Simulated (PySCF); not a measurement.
Al(F)(Cl)(vinyl) (C2H3AlClF), SMILES C=[CH][Al]([F])[Cl]. Geometry optimised at PBE0-D3(BJ)/def2-SVP. Other conformers were not sampled.

Computed equilibrium geometry at PBE0-D3(BJ)/def2-SVP (PySCF confirms it by a frequency run) as bond lengths and angles, and its point group (one conformer of several):
point group Cs.
Atoms: Al1 F2 Cl3 C4 C5 H6 H7 H8. Bonds (Å): Al1–F2 1.659, Al1–Cl3 2.094, Al1–C4 1.920, C4–C5 1.342, C4–H6 1.098, C5–H7 1.097, C5–H8 1.097. Bond angles (°): F2–Al1–Cl3 117.1, F2–Al1–C4 122.8, Cl3–Al1–C4 120.1, Al1–C4–C5 120.3, Al1–C4–H6 122.0, C5–C4–H6 117.8, C4–C5–H7 122.4, C4–C5–H8 122.0, H7–C5–H8 115.7.
Charge 0, spin multiplicity 1.
